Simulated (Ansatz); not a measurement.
A CCSD(T) single point on `[CH3][Zn][SiH2]N`.

```yaml
crystal:
  periodic: [false, false, false]
  atoms:
    - {symbol: C, position_ang: [-0.228107, 2.772608, 0.013367]}
    - {symbol: Zn, position_ang: [-0.334416, 0.821637, -0.015483]}
    - {symbol: Si, position_ang: [-0.472633, -1.559897, -0.037740]}
    - {symbol: N, position_ang: [1.099505, -2.258864, 0.206017]}
    - {symbol: H, position_ang: [-0.483023, 3.164105, 1.001934]}
    - {symbol: H, position_ang: [-0.917564, 3.214443, -0.711215]}
    - {symbol: H, position_ang: [0.781091, 3.114495, -0.232367]}
    - {symbol: H, position_ang: [-1.329459, -2.059312, 1.080040]}
    - {symbol: H, position_ang: [-1.170986, -2.050044, -1.275492]}
    - {symbol: H, position_ang: [1.878777, -1.897944, -0.320158]}
    - {symbol: H, position_ang: [1.176825, -3.261216, 0.291098]}
basis:
  gaussian: {orbitals: def2-TZVPP}
correlation: {method: ccsd_t, frozen_orbitals: {C: 1, H: 0, "N": 1, Si: 5, Zn: 9}}
output: {orbitals: {seedname: orbitals}}
```

```sh
$ ansatz run in.yaml --threads 4 --pin off --events-out ev --progress --plain --max-ram 10444MiB
```

Log, shortened:

```
Functional definition: HF
1599 factors; integrals over basis functions are off by at most 1.2e-3 eV
mean field evaluation 1: about -58858.4426 eV, gradient 4.4e1 eV
mean field evaluation 2: about -58858.7366 eV, gradient 4.5e1 eV
mean field evaluation 4: about -58863.3013 eV, gradient 5.7e0 eV
mean field evaluation 8: about -58863.3737 eV, gradient 5.6e-1 eV
mean field -58863.37463115 eV, -2163.1891186665 hartree, gradient 2.4e-6 eV, S^2 0.000000; 0 other end points of the search recorded, 0 dependent functions left out
16 core orbitals not correlated: weight in the atoms' cores, before any rotation towards them, 1.000 or more for the frozen orbitals, at most 0.000 for the correlated occupied ones
reference -58863.37463115 eV, -2163.1891186665 hartree; 16, 16 occupied and 234, 234 virtual orbitals, 1599 factors
second order -28.23070952 eV of doubles, -0.00000000 eV of singles
cycle   1  -27.09367741 eV  change     1.1e0 eV  update   1.3e-1
cycle   2  -27.87239748 eV  change   -7.8e-1 eV  update   5.2e-2
cycle   3  -28.06384473 eV  change   -1.9e-1 eV  update   2.2e-2
cycle   4  -28.03861297 eV  change    2.5e-2 eV  update   6.0e-3
cycle   5  -28.03253589 eV  change    6.1e-3 eV  update   2.3e-3
cycle   6  -28.03411005 eV  change   -1.6e-3 eV  update   8.2e-4
cycle   7  -28.03387787 eV  change    2.3e-4 eV  update   2.9e-4
cycle   8  -28.03355591 eV  change    3.2e-4 eV  update   9.0e-5
cycle   9  -28.03359176 eV  change   -3.6e-5 eV  update   3.4e-5
cycle  10  -28.03362784 eV  change   -3.6e-5 eV  update   1.4e-5
perturbative correction -0.97743876 eV, -0.0359202118 hartree
Total energy: -58892.38569775 eV, -2164.2552556995 hartree
```

It took 3 min on 4 threads of an Arm Neoverse V2 on a shared host, with 6.3 GiB of host memory at the peak.

MP2 recovers 97.3 % of the CCSD(T) correlation energy and the triples give 3.4 %; T1 = 0.0128.
